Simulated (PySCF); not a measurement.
C3H4F2, singlet, geometry from GFN2-xTB. Base run: CCSD(T)/cc-pVDZ in PySCF.

Input for PySCF:
```python
from pyscf import gto, scf, cc

mol = gto.M(
    atom='''
F     1.043425    0.104440   -1.019132
C     0.181303    0.002029    0.012253
F     0.898898   -0.082705    1.150398
C    -1.079120   -0.767411   -0.138085
C    -1.104712    0.742973   -0.009503
H    -1.405127   -1.359014    0.702686
H    -1.284845   -1.203262   -1.102908
H    -1.448023    1.172681    0.918215
H    -1.327741    1.328433   -0.887379
''',
    basis='cc-pvdz',
    charge=0,
    spin=0,
    verbose=4,
    max_memory=1800,
)

mf = scf.RHF(mol)
mf.kernel()

mycc = cc.CCSD(mf, frozen=5)
mycc.kernel()
et = mycc.ccsd_t()
print('E(CCSD(T)) = %.10f' % (mycc.e_tot + et))
```

Variants of this job, named by their change:

```tsv
change	ΔE vs base (kcal/mol)	MP2 correlation (Eh)	CC correlation without the perturbative part (Eh)	basis functions	core-seconds (rough)
base	0.000	-0.77514	-0.80892	90	20
method = mp2	?	-0.77514	-	90	2
method = cisd	88.5	-	-	90	8
method = ccsd	12.91	-0.77514	-0.80892	90	20
```

Some entries are withheld; supply them.


- method = mp2, ΔE vs base (kcal/mol): 34.11
